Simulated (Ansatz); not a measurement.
PBE exchange is replaced step by step with exact exchange (0 % is PBE, 25 % PBE0; no dispersion term), basis def2-SVP, Ansatz. System: Ga₇Sb₇H₂₀, a nanocrystal cut from zinc blende GaSb (hydrogen-capped). Charge 0, multiplicity 1. Geometry: PBE-D4/def2-SVP.

Geometry of the singlet:

```xyz
34

Ga   -3.157    2.401    1.464
Ga    3.544   -1.901    1.261
Ga    1.210    2.156    0.782
Ga   -1.120   -1.525    1.787
Ga   -3.778   -0.849   -1.698
Ga    0.606   -1.017   -2.309
Ga   -1.388    2.919   -2.731
Sb    1.271   -2.636    2.458
Sb   -0.829    1.091    2.094
Sb   -3.187    1.713   -1.136
Sb    3.416    0.752    1.533
Sb    2.860   -2.165   -1.307
Sb    0.801    1.570   -1.770
Sb   -1.399   -1.902   -0.821
H    -2.801    3.930    1.643
H    -4.272    1.621    2.267
H     4.867   -2.614    1.733
H     1.524    3.670    1.101
H    -2.201   -2.215    2.706
H    -4.851   -1.417   -0.688
H    -3.761   -1.108   -3.257
H     0.558   -1.405   -3.838
H    -1.148    4.416   -2.287
H    -1.525    2.418   -4.223
H     1.609   -2.543    4.142
H     1.262   -4.353    2.362
H    -0.392    1.268    3.751
H    -4.635    2.491   -1.645
H     3.886    1.054    3.160
H     4.862    1.338    0.808
H     4.277   -1.736   -2.182
H     2.954   -3.855   -1.616
H     2.267    2.044   -2.541
H    -1.326   -3.613   -1.004
```

In the def2 sets Sb takes a core potential; there is no spin–orbit coupling. Single mean-field runs in def2-SVP are fitted with def2-universal-jkfit.

```
exact exchange (%)  HOMO (eV)  LUMO (eV)  gap (eV)
                 0      -5.77      -2.49      3.27
                 5      -5.95      -2.37      3.58
                10      -6.13      -2.25      3.88
                25      -6.69      -1.87      4.81
                35      -7.06      -1.62      5.44
                50      -7.64      -1.24      6.39
```

**Question.** Estimate the row for 15 %.

**Answer.** 
```csv
exact exchange (%),HOMO (eV),LUMO (eV),gap (eV)
15,-6.32,-2.12,4.19
```
